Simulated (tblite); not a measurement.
Compound: C9H6O.
Atom-mapped SMILES: `[O:1]=[CH:2][C:3]1=[CH:4][C:5]2=[CH:6][CH:7]=[CH:8][C:9]2=[CH:10]1` (hydrogens: H11 on C2; H12 on C4; H13 on C6; H14 on C7; H15 on C8; H16 on C10)

Computed with GFN2-xTB (tblite), gas phase: L-BFGS steps from a force-field or distance-geometry start until the largest atomic force falls under 0.01 eV/Å.

Step 0: E = -715.0281 eV
```
atom  x, y, z in Å  |  force x, y, z in eV/Å
O1      3.4367   -0.7856    1.4889   -0.528   1.198  -1.403
C2      2.9681   -0.0533    0.6034    0.026  -1.572   1.715
C3      1.5476   -0.0064    0.2900    1.322   0.377  -0.150
C4      1.0028    0.7920   -0.6815   -0.082  -0.762   0.834
C5     -0.3947    0.5008   -0.6166   -0.397   0.493  -0.718
C6     -1.5679    0.8178   -1.1890   -0.756   0.080  -0.157
C7     -2.6040    0.0307   -0.5192   -0.441  -0.141   0.079
C8     -2.0579   -0.7524    0.4466   -1.191   0.210  -0.516
C9     -0.6629   -0.4818    0.3983    0.651  -0.099   0.332
C10     0.4955   -0.7976    0.9657    1.080  -0.532   0.777
H11     3.6183    0.5999    0.0110    0.022   0.096  -0.103
H12     1.4945    1.4707   -1.3328    0.174   0.222  -0.213
H13    -1.7470    1.5205   -1.9751   -0.145   0.121  -0.185
H14    -3.6476    0.0842   -0.7752    0.013   0.039  -0.027
H15    -2.5716   -1.4354    1.1016    0.113   0.090  -0.078
H16     0.6826   -1.4950    1.7724    0.139   0.180  -0.189
```

Step 1: E = -715.1123 eV
```
atom  x, y, z in Å  |  force x, y, z in eV/Å
O1      3.4292   -0.7685    1.4688    0.979  -1.282   1.580
C2      2.9685   -0.0758    0.6279   -0.562   1.286  -1.507
C3      1.5665   -0.0010    0.2879    0.247  -0.168   0.248
C4      1.0016    0.7812   -0.6696    0.295   0.124  -0.073
C5     -0.4004    0.5078   -0.6269   -0.234  -0.059  -0.058
C6     -1.5787    0.8189   -1.1912   -0.463   0.071  -0.109
C7     -2.6103    0.0286   -0.5180   -0.455   0.132  -0.223
C8     -2.0749   -0.7494    0.4393   -0.028   0.028  -0.086
C9     -0.6536   -0.4832    0.4030    0.283  -0.078   0.221
C10     0.5109   -0.8052    0.9768    0.360   0.261  -0.227
H11     3.6186    0.6013    0.0095   -0.189  -0.127   0.102
H12     1.4970    1.4738   -1.3358   -0.082  -0.176   0.175
H13    -1.7491    1.5222   -1.9777   -0.206   0.129  -0.202
H14    -3.6474    0.0848   -0.7756   -0.202   0.047  -0.078
H15    -2.5700   -1.4342    1.1005   -0.014   0.022  -0.030
H16     0.6846   -1.4924    1.7697    0.273  -0.209   0.267
```

Step 2: E = -715.1544 eV
```
atom  x, y, z in Å  |  force x, y, z in eV/Å
O1      3.4375   -0.7779    1.4806    0.038   0.118  -0.122
C2      2.9629   -0.0675    0.6177    0.589  -0.176   0.303
C3      1.5728   -0.0016    0.2900   -0.075  -0.126   0.141
C4      1.0043    0.7802   -0.6679    0.034   0.125  -0.128
C5     -0.4039    0.5087   -0.6296   -0.014  -0.116   0.067
C6     -1.5856    0.8199   -1.1928   -0.314   0.041  -0.060
C7     -2.6161    0.0296   -0.5201   -0.224   0.115  -0.159
C8     -2.0787   -0.7485    0.4369    0.210   0.040  -0.041
C9     -0.6489   -0.4843    0.4062   -0.030   0.027   0.025
C10     0.5177   -0.8042    0.9768    0.277   0.152  -0.117
H11     3.6168    0.6003    0.0102   -0.125  -0.079   0.060
H12     1.4967    1.4727   -1.3347   -0.052  -0.150   0.153
H13    -1.7516    1.5238   -1.9803   -0.216   0.113  -0.185
H14    -3.6494    0.0854   -0.7764   -0.334   0.048  -0.105
H15    -2.5698   -1.4337    1.1000   -0.039   0.013  -0.028
H16     0.6878   -1.4940    1.7719    0.275  -0.144   0.196
```

Task: Estimate the geometry and energy of step 3. (The exact step hangs on the optimiser's Hessian estimate; all steps are aligned on step 2, rigid shifts and turns removed.)

Result: E = -715.1680 eV, largest force 0.404 eV/Å
```
atom  x, y, z in Å  |  force x, y, z in eV/Å
O1      3.4402   -0.7787    1.4820    0.114   0.074  -0.061
C2      2.9697   -0.0678    0.6194    0.239  -0.194   0.261
C3      1.5734   -0.0035    0.2925    0.102   0.058  -0.030
C4      1.0055    0.7817   -0.6692   -0.080  -0.124   0.118
C5     -0.4050    0.5072   -0.6293   -0.114  -0.030  -0.025
C6     -1.5918    0.8207   -1.1940   -0.071   0.025  -0.010
C7     -2.6208    0.0314   -0.5228   -0.097  -0.001  -0.008
C8     -2.0767   -0.7477    0.4357    0.034   0.070  -0.095
C9     -0.6481   -0.4841    0.4074    0.022   0.075  -0.040
C10     0.5234   -0.8018    0.9751    0.124  -0.063   0.096
H11     3.6145    0.5989    0.0113   -0.018  -0.012   0.007
H12     1.4959    1.4703   -1.3322    0.029  -0.033   0.040
H13    -1.7553    1.5259   -1.9836   -0.202   0.069  -0.132
H14    -3.6547    0.0862   -0.7781   -0.315   0.036  -0.090
H15    -2.5703   -1.4334    1.0994   -0.010   0.047  -0.062
H16     0.6925   -1.4964    1.7752    0.243   0.003   0.029
```

The energy changes by -0.0136 eV. The first-order estimate −F·Δx gives -0.0192 eV and the mean of the old and new forces, exact on a quadratic surface, -0.0137 eV. The step makes an angle of 25° with the force vector and moves no atom by more than 0.007 Å.

What follows is the cost of the whole relaxation. Time: 0.12 s of wall time. Hardware: one thread, Arm Neoverse V1 (aarch64), on a shared host.
